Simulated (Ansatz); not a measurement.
Computed with Ansatz on PBE0-D4/def2-TZVP structures; ΔE is electronic, products minus reactants. CCSD(T)/CBS is the MP2 limit (def2-TZVPP, def2-QZVPP) plus CCSD(T) − MP2 in def2-TZVPP, frozen cores. This one scheme is used for every species. DFT in def2-TZVPP. B3LYP here is the variant with VWN-RPA as its local correlation; programs differ in this. One conformer a species, not always the lowest.

`B[SiH2]N` + `N[SiH](O)Cl` → `N[SiH2]O[SiH](N)Cl` + BH₃  (cleavage of the Si–B bond)

`B[SiH2]N`:

```xyz
9

B     0.090    1.562   -0.493
Si    0.330   -0.157    0.505
N    -0.386   -1.486   -0.327
H    -0.738    1.707   -1.346
H     0.748    2.520   -0.207
H    -0.234    0.131    1.872
H     1.763   -0.492    0.736
H    -0.292   -2.423    0.031
H    -1.282   -1.362   -0.771
```

`N[SiH](O)Cl`:

Cartesian coordinates in Å:
```
N -1.166 0.180 -0.255
Si 0.481 -0.236 -0.189
O 1.333 0.865 0.663
Cl 0.506 -2.100 0.681
H -1.875 -0.532 -0.282
H -1.473 1.043 -0.673
H 1.210 -0.332 -1.467
H 0.983 1.111 1.522
```

`N[SiH2]O[SiH](N)Cl`:

Z-matrix (Å, degrees):
```
Si
O 1 1.645
N 1 1.711 2 111.8
H 1 1.481 2 107.3 3 121.1
H 1 1.481 2 107.1 3 -118.2
Si 2 1.621 1 135.5 3 -23.2
H 3 1.006 1 121.9 2 93.8
H 3 1.005 1 121.5 2 -111.4
N 6 1.697 2 109.9 1 65.3
Cl 6 2.077 2 106.5 1 -57.7
H 6 1.473 2 111.2 1 -172.8
H 9 1.009 6 117.7 2 -50.1
H 9 1.008 6 119.9 2 168.4
```

BH₃:

Cartesian coordinates in Å:
```
B 0.000 0.000 0.000
H 0.508 0.899 -0.598
H -0.743 0.230 0.905
H 0.234 -1.129 -0.307
```

| level | ΔE (kJ/mol) | difference from CCSD(T)/CBS |
| --- | --- | --- |
| PBE-D4 | -125.5 | 23.7 |
| r2SCAN-D4 | -143.0 | 6.2 |
| PBE0-D4 | -134.9 | 14.3 |
| B3LYP-D4 | -151.9 | -2.7 |
| ωB97X-V | -146.4 | 2.8 |
| ωB97M-V | -150.9 | -1.7 |
| B2PLYP | -148.7 | 0.5 |
| PBE | -117.7 | 31.5 |
| r2SCAN | -140.5 | 8.7 |
| PBE0 | -127.7 | 21.5 |
| B3LYP | -139.8 | 9.4 |
| HF/def2-TZVPP | -164.8 | -15.6 |
| MP2/def2-TZVPP | -157.9 | -8.7 |
| SCS-MP2/def2-TZVPP | -158.6 | -9.4 |
| CCSD/def2-TZVPP | -150.0 | -0.8 |
| CCSD(T)/def2-TZVPP | -149.2 | 0.0 |
| HF/def2-QZVPP | -166.8 | -17.6 |
| MP2/def2-QZVPP | -158.6 | -9.4 |
| SCS-MP2/def2-QZVPP | -159.1 | -9.9 |
| HF/CBS(def2) | -167.0 | -17.8 |
| MP2/CBS(def2) | -157.9 | -8.7 |
| CCSD/CBS(def2) | -150.1 | -0.9 |
| CCSD(T)/CBS | -149.2 | 0 |

Largest T1 diagnostic among the species: 0.011.

The D4 term adds −12.1 kJ/mol with B3LYP and −7.3 kJ/mol with PBE0; it sums over pairs of atoms, weighted by their polarisabilities, and B3LYP, whose exchange is more repulsive, gets the larger term. From PBE to PBE0 (25 % exact exchange), in def2-TZVPP and without D4, ΔE moves by −9.9 kJ/mol. In def2-TZVPP, CCSD(T) changes the Hartree–Fock value by +15.6 kJ/mol (the triples alone add +0.9 kJ/mol) and MP2 by +6.9 kJ/mol.
